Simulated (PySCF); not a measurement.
These compounds are isomers of formula C₆H₁₃N₃Si.

A. `InChI=1S/C6H13N3Si/c1-6(2,3)9-7-4-5(10)8-9/h4H,1-3,10H3`
B. `Cc1cnn([Si](C)(C)C)n1`
C. SMILES Cc1nn([SiH](C)C)nc1C

Spectrum 1. $^{13}$C{$^{1}$H} NMR (computed): δ 149.3 (C), 12.8 (CH3), -0.8 (CH3).

Spectrum 2. $^{13}$C{$^{1}$H} NMR (computed): δ 147.1 (CH), 137.5 (C), 59.9 (C), 31.5 (CH3).

Spectrum 3. $^{13}$C{$^{1}$H} NMR (computed): δ 150.2 (C), 140.9 (CH), 13.1 (CH3), 0.1 (CH3).

A single conformation, in vacuum, one averaged value for each set of equivalent atoms, non-relativistic. GFN2-xTB geometry; σ from GIAO-PBE0/pcSseg-1; PySCF.

References, each an isolated molecule treated in the same way: $^{13}$C (σref 186.93) against TMS. Shifts are as computed. Against solution values, carbons near 30 ppm lie about +3 ppm off and those near 130 ppm about +5 ppm. Of 1211 compounds with measured shifts, 218 miss one by over three times the rms of a fit or turn the order of signals round; such compounds aren't used in these exercises.

Q: Which spectrum belongs to which compound?

A: 1–C, 2–A, 3–B.

- Spectrum 1 (C): 3 $^{13}$C signals; δC 12.8 is a methyl carbon on an aromatic ring; δC -0.8 is a methyl carbon bonded to Si.
- Spectrum 2 (A): 4 $^{13}$C signals; δC 147.1 is an aromatic CH next to a ring nitrogen; δC 59.9 is a fully substituted sp3 carbon bonded to N.
- Spectrum 3 (B): 4 $^{13}$C signals; δC 140.9 is an aromatic CH next to a ring nitrogen; δC 13.1 is a methyl carbon on an aromatic ring.
